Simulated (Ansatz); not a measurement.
CH4Cl2SSi, SMILES `S[SiH](Cl)CCl`, relaxed with RKS PBE-D4/def2-SVP in Ansatz from a rough embedded geometry. The force threshold is 0.03 eV/Å; the program also tests the step.

Total charge 0; spin multiplicity 1.

Start:

```xyz
9

S    -0.808    1.113   -1.744
Si   -0.794   -0.002    0.046
Cl   -2.059   -1.555   -0.214
C     0.807   -0.651    0.421
Cl    1.971    0.717    0.836
H     0.117    2.079   -1.351
H    -1.386    0.830    1.119
H     1.282   -1.200   -0.404
H     0.870   -1.330    1.292
```

Q: How much energy does the relaxation release, and in how many steps? (An estimate is asked.)

A: The calculation gave: 7.29 kcal/mol, in 9 steps, 1 of them rejected.

Q: Which bonds change most? (An estimate is asked.)

A: Ansatz gave: Si2–C4 from 1.768 to 1.898 Å; Si2–Cl3 from 2.020 to 2.080 Å; S1–Si2 from 2.108 to 2.147 Å; C4–Cl5 from 1.843 to 1.810 Å.

Q: Give the relaxed structure. (An estimate is asked.)

A: Computed: 
```xyz
9

S    -0.844    1.254   -1.710
Si   -0.896    0.033    0.055
Cl   -2.111   -1.612   -0.324
C     0.855   -0.600    0.421
Cl    1.935    0.830    0.683
H     0.357    1.773   -1.304
H    -1.437    0.733    1.264
H     1.260   -1.190   -0.425
H     0.882   -1.222    1.338
```
